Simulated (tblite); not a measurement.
Run record: tight-binding relaxation, `C=C[P@H+]1CC=C([SiH3])C1`.

Computed with GFN2-xTB geometry optimisation, gas phase (tblite 0.8.0). Start geometry: from a force field or distance geometry. The command runs a driver script over a list of jobs; the input below is this job's line of settings and its coordinates in Å.

Command:
```bash
OMP_NUM_THREADS=1 python probes_run.py task.json out
```

Input:
```
{"job": {"kind": "relax", "xc": "GFN2-xTB", "basis": "xTB"}, "charge": 1, "multiplicity": 1}
C      3.196400     0.292100     1.081800
C      1.886800     0.029000     0.878600
P      1.200300    -0.097000    -0.709400
C      0.284600    -1.645500    -0.684000
C     -1.105300    -1.233700    -0.304600
C     -1.380300     0.085000    -0.290600
Si    -3.003400     0.836500     0.120200
C     -0.235900     1.016300    -0.632600
H      3.604500     0.359900     2.085900
H      3.857600     0.451900     0.251200
H      1.252900    -0.128000     1.756100
H      2.129600     0.106000    -1.742100
H      0.694900    -2.350000     0.066200
H      0.294200    -2.123400    -1.665700
H     -1.846300    -1.987200    -0.085900
H     -2.895500     1.620900     1.389700
H     -3.429900     1.740300    -0.970000
H     -4.028500    -0.233500     0.305000
H     -0.087500     1.804000     0.111100
H     -0.394200     1.467200    -1.614600
```

Output:
```
step      E/eV     max force
  0    -618.44747    2.873
  1    -618.58646    2.077
  2    -618.65416    0.593
  3    -618.68381    0.447
  4    -618.71428    0.384
  5    -618.72709    0.334
  6    -618.73684    0.240
  7    -618.74234    0.187
  8    -618.74706    0.147
  9    -618.75140    0.155
... (63 lines left out)
 73    -618.79451    0.029
 74    -618.79464    0.032
 75    -618.79475    0.031
 76    -618.79484    0.029
 77    -618.79490    0.016
 78    -618.79495    0.013
 79    -618.79498    0.013
 80    -618.79500    0.012
 81    -618.79502    0.010
 82    -618.79505    0.009
```

«max force» is the largest atomic force in eV/Å.

Problem. From which step on does the largest force stay under 0.1 eV/Å, and how much energy is left to gain from there?

Solution. From step 16 (0.093 eV/Å), 19.9 meV above the end.

In short: energy lowered by 8.0 kcal/mol over 82 steps; largest atomic force 0.009 eV/Å at the end.

Problem. Give the final coordinates.

Solution. 0.276 Å rms from the input after alignment:
```
atom  x, y, z in Å
C1     3.4658    0.2742    0.9625
C2     2.1643    0.0219    0.9869
P3     1.1473   -0.0805   -0.4802
C4     0.2207   -1.6452   -0.5919
C5    -1.2117   -1.2025   -0.3822
C6    -1.4861    0.0897   -0.2972
Si7   -3.2232    0.8408   -0.0482
C8    -0.3054    1.0266   -0.4262
H9     4.0419    0.3324    1.8717
H10    4.0076    0.4318    0.0430
H11    1.6196   -0.1345    1.9123
H12    1.9461    0.1275   -1.5853
H13    0.5468   -2.3585    0.1708
H14    0.3535   -2.1200   -1.5687
H15   -1.9638   -1.9699   -0.3194
H16   -3.0954    1.7129    1.1187
H17   -3.4944    1.6009   -1.2658
H18   -4.1258   -0.2809    0.1656
H19   -0.2375    1.7182    0.4176
H20   -0.3755    1.6257   -1.3379
```

Problem. Estimate the wall time. Hardware: one thread of an Arm Neoverse N1, on a shared host.

Solution. About 1.2 s.
Labels such as C1 count atoms from 1, the log's own numbers from 0.
